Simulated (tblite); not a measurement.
Level: GFN2-xTB in tblite, geometry and Hessian alike; calculated harmonic values, unscaled, isolated species. The method is semi-empirical: single wavenumbers can be off by several per cent or more. Modes of hydrogen on boron, phosphorus and silicon can be 10 to 20 % off. One conformer each. Thermal functions are those of the rigid rotor and harmonic oscillator, without mixing of conformers.

Question: Order these by their ideal-gas entropy at 298.15 K and 1 bar, highest first (cal/(mol K)).
A. `PP` (P2H4)
B. `N#C[Si](C#N)(C#N)C#N` (C4N4Si)
C. `ClC(Cl)C1=C[SiH2]CC1` (C5H8Cl2Si)
D. `c1c2c(co1)cccc2` (C8H6O)
E. `Cl[C@@H]1[C@H]2C[SiH2][C@]1(Cl)C2` (C5H8Cl2Si)
F. `C[SiH2][C@@H]1C(Cl)=C[C@@H]1Cl` (C5H8Cl2Si)
G. `C[PH+](C)[BH2-][PH+](C)C` ([C4H16BP2]+)

Answer: G (110.5), F (100.7), C (98.2), B (97.2), E (89.8), D (77.7), A (63.6).

| SMILES | atoms | mass (u) | symmetry number | modes under 300 cm⁻¹ | ZPE (kcal/mol) | S translation (cal/(mol K)) | S rotation | S vibration | S | Cp |
| --- | --- | --- | --- | --- | --- | --- | --- | --- | --- | --- |
| C[PH+](C)[BH2-][PH+](C)C | 23 | 137.08 | 2 | 13 | 118.2 | 40.7 | 28.1 | 41.6 | 110.5 | 47.5 |
| C[SiH2][C@@H]1C(Cl)=C[C@@H]1Cl | 16 | 165.98 | 1 | 7 | 69.1 | 41.3 | 30.1 | 29.3 | 100.7 | 38.1 |
| ClC(Cl)C1=C[SiH2]CC1 | 16 | 165.98 | 1 | 6 | 70.1 | 41.3 | 30.3 | 26.7 | 98.2 | 36.6 |
| N#C[Si](C#N)(C#N)C#N | 9 | 131.99 | 12 | 8 | 21.4 | 40.6 | 24.9 | 31.8 | 97.2 | 34.7 |
| Cl[C@@H]1[C@H]2C[SiH2][C@]1(Cl)C2 | 16 | 165.98 | 1 | 5 | 71.6 | 41.3 | 29.7 | 18.9 | 89.8 | 34.6 |
| c1ccc2cocc2c1 | 15 | 118.04 | 2 | 2 | 71.2 | 40.2 | 26.8 | 10.7 | 77.7 | 28.0 |
| PP | 6 | 65.98 | 2 | 1 | 21.5 | 38.5 | 21.0 | 4.2 | 63.6 | 14.5 |

Entropies and Cp are for 298.15 K and 1 bar.
